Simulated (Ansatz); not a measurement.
Basis-set extrapolation for F₂H₃O₂Si₂, SMILES `O[SiH][Si](O)(F)F` radical (PBE0-D4/def2-TZVP geometry, frozen core, the Gaussian-basis code of Ansatz). Multiplicity 2, UHF reference.

|  | def2-TZVPP | def2-QZVPP |
| --- | --- | --- |
| HF | -928.613095 | -928.649014 |
| MP2 correlation | -1.184573 | -1.291402 |
| CCSD(T) correlation | -1.246231 | not run |

Energies in hartree. Use E(X) = E(∞) + A·exp(−7.88·√X) for Hartree–Fock and E(X) = E(∞) + B·X^(−2.97) for correlation, with X = 3 and 4, and add CCSD(T) minus MP2 of the smaller set to the MP2 limit.

Problem. What is the CCSD(T) energy at the basis-set limit?

Solution. HF limit: -928.649014 + (-0.035919) × 0.13774 = -928.65396. MP2 limit: -1.291402 + (-0.106829) × 0.74074 = -1.37053. Higher-order term: -1.246231 − (-1.184573) = -0.06166. Total: -930.08615 hartree, 142.3 kcal/mol below CCSD(T)/def2-TZVPP.
